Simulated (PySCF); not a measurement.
All of these have the formula C7H7Cl. Method used: PySCF 2.14.0, density-fitted response routines, TDDFT PBE0/def2-SVPD, vertical, gas phase, core orbitals frozen in the response. Geometries: GFN2-xTB; one conformer of each isolated species. Triplets are in the Tamm–Dancoff approximation.

A. `C=C1C(=C)C(Cl)=C1C`
B. `CC1=CC=C(Cl)C=C1`
C. `C#C/C=C/C/C=C/Cl`

Lowest singlet levels (six at most, fewer where fewer were computed) with oscillator strengths:

1. 236 nm (f 0.399); 232 nm (f 0.123); 221 nm (f 0.014); 204 nm (f 0.018); 194 nm (f 0.006); 187 nm (f 0.015); T1 3.38 eV
2. 255 nm (f 0.135); 249 nm (f 0.016); 209 nm (f 0.013); 204 nm (f 0.552); 194 nm (f 0.572); 192 nm (f 0.001); T1 3.05 eV
3. 239 nm (f 0.009); 213 nm (f 0.158); 198 nm (f 0.000); 183 nm (f 0.295); 181 nm (f 0.051); 181 nm (f 0.620); T1 3.97 eV

Question: Match each spectrum to its molecule.

Answer: 1 = C, 2 = A, 3 = B.
- A: S1 at 4.87 eV, HOMO→LUMO (84%), HOMO-1→LUMO+1 (8%); Löwdin shares by element: HOMO carbon 50% or more, chlorine 12% (atoms not listed hold the other 38%); LUMO carbon 66% or more (atoms not listed hold the other 34%); HOMO -6.58 and LUMO -0.99 eV; point group Cs.
- B: S1 at 5.19 eV, HOMO→LUMO (76%), HOMO-1→LUMO+1 (24%); Löwdin shares by element: HOMO carbon 45% or more, chlorine 21% (atoms not listed hold the other 33%); LUMO carbon 72% or more (atoms not listed hold the other 28%); HOMO -6.93 and LUMO -0.56 eV; point group Cs, 1 of its 6 listed states under f = 0.0005.
- C: S1 at 5.24 eV, HOMO→LUMO (69%), HOMO-1→LUMO (14%), HOMO-2→LUMO (12%); Löwdin shares by element: HOMO carbon 74% or more (atoms not listed hold the other 26%); LUMO carbon 64% or more (atoms not listed hold the other 36%); HOMO -7.05 and LUMO -1.16 eV.
B and C have S1 within 0.05 eV of each other; their strongest listed levels stand at 6.86 eV (f 0.620) and 5.24 eV (f 0.399).
